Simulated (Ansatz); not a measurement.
Harmonic frequencies (cm⁻¹) at PBE0-D4/def2-TZVP from Ansatz: 75, 179, 186, 336, 615, 694, 802, 928, 934, 1085, 1305, 1314, 1459, 1473, 2621, 3083, 3186, 3188.

Each molecule was computed in one conformer, which needn't be the lowest.

(1) Which molecule is it?
A. `CB(F)[SeH]`
B. `NB(N)Cl`
C. `B[Se]CF`
D. `C[Se]BF`

## Answers

(1) D.
